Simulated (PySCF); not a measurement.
The first ionisation energy along the 5p block

All values are computed (PySCF 2.14, energy differences of UHF-based or UKS calculations, no spin-orbit coupling). Values in eV. The last column holds reference values (NIST; (s) semi-empirical, (t) theoretical, else measured). Unmarked ones compare directly (S terms, centres of terms, or small fine structure); those marked * lie between the lowest fine-structure levels and include a spin-orbit shift.

| element | configurations | UHF | LDA | PBE0 | r2SCAN | SCS-MP2 (valence) | MP2 (valence and next inner shell) | reference |
| --- | --- | --- | --- | --- | --- | --- | --- | --- |
| In (aug-cc-pwCVTZ-DK3 with one added diffuse shell each of s, p, d, f type, spin-free X2C) | [Kr] 4d10 5s2 5p1 → [Kr] 4d10 5s2 | 5.219 | 5.729 | 5.630 | 5.724 | 5.395 | 5.474 | 5.603 |
| Sn (aug-cc-pwCVTZ-DK3 with one added diffuse shell each of s, p, d, f type, spin-free X2C) | [Kr] 4d10 5s2 5p2 → [Kr] 4d10 5s2 5p1 | 6.848 | 7.422 | 7.313 | 7.408 | 7.091 | 7.275 | 7.389 |
| Sb (aug-cc-pwCVTZ-DK3 with one added diffuse shell each of s, p, d, f type, spin-free X2C) | [Kr] 4d10 5s2 5p3 → [Kr] 4d10 5s2 5p2 | 8.568 | 9.125 | 9.039 | 9.159 | 8.863 | 9.137 | 9.124 |
| Te (aug-cc-pwCVTZ-DK3 with one added diffuse shell each of s, p, d, f type, spin-free X2C) | [Kr] 4d10 5s2 5p4 → [Kr] 4d10 5s2 5p3 | 7.735 | 9.017 | 8.740 | 8.748 | 8.442 | 8.473 | 8.749 |
| I (aug-cc-pwCVTZ-DK3 with one added diffuse shell each of s, p, d, f type, spin-free X2C) | [Kr] 4d10 5s2 5p5 → [Kr] 4d10 5s2 5p4 | 9.542 | 10.806 | 10.536 | 10.537 | 10.306 | 10.437 | 10.519 |
| Xe (aug-cc-pwCVTZ-DK3 with one added diffuse shell each of s, p, d, f type, spin-free X2C) | [Xe] → [Kr] 4d10 5s2 5p5 | 11.448 | 12.624 | 12.389 | 12.413 | 12.231 | 12.457 | 12.565 |

**Question.** Which of these methods has the smallest mean absolute error against the measured values here?

**Answer.** r2SCAN, with 0.057 eV.

```
                            method  elements  mean error (eV)  mean absolute error (eV)  largest error (eV)
                               UHF         6           -0.765                     0.765              -1.118
                               LDA         6            0.129                     0.129               0.287
                              PBE0         6           -0.051                     0.065              -0.176
                            r2SCAN         6            0.007                     0.057              -0.152
                 SCS-MP2 (valence)         6           -0.270                     0.270              -0.334
MP2 (valence and next inner shell)         6           -0.116                     0.121              -0.276
```

Errors include the incompleteness of the basis and the frozen core.

"Valence" correlates the outer s and p shells and, in groups 3 to 12 and the f block, the outer d or f shell, open or full, or the next shell where the ion has no valence electron left; the wider scheme adds the next inner shell.
